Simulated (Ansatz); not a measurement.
## CH6GaSi: where a starting geometry ends

The starting geometry of this gas-phase doublet was optimised with GFN2-xTB.

```xyz
9

C     0.7501   -0.2063   -0.1746
Ga   -0.4148   -1.7573   -0.7689
Si   -0.1932   -0.3910    1.4807
H     0.6462   -0.7929    2.6185
H    -1.0204    0.7685    1.8434
H     1.8162   -0.3898   -0.0551
H     0.5693    0.7630   -0.6358
H    -1.7692   -1.5496   -1.5276
H     0.0557   -3.2486   -0.6826
```

Q: Predict what it relaxes into with r2SCAN-D4/def2-SVP.

A: It keeps its bonds.

The energy falls by 0.19 eV over 8 steps:

```
step  E − E(last) (eV)
   1             0.185
   2             0.016
   3             0.002
   4             0.000
   5             0.000
   6             0.000
   7             0.000
   8             0.000
```

Final geometry (Å):

| atom | x (Å) | y (Å) | z (Å) |
| --- | --- | --- | --- |
| C | 0.7151 | -0.2305 | -0.1487 |
| Ga | -0.3971 | -1.7617 | -0.8206 |
| Si | -0.1313 | -0.3195 | 1.4952 |
| H | 0.6410 | -0.8492 | 2.6524 |
| H | -1.0913 | 0.7624 | 1.8477 |
| H | 1.7857 | -0.4774 | -0.1080 |
| H | 0.5177 | 0.7019 | -0.6969 |
| H | -1.7576 | -1.4241 | -1.5066 |
| H | 0.1579 | -3.2060 | -0.6165 |

The end wasn't checked by frequencies. Open shells are spin-unrestricted. Run with Ansatz 0.2.0, 31 s on 2 threads of Intel(R) Xeon(R) 6975P-C (Granite Rapids) (shared host).
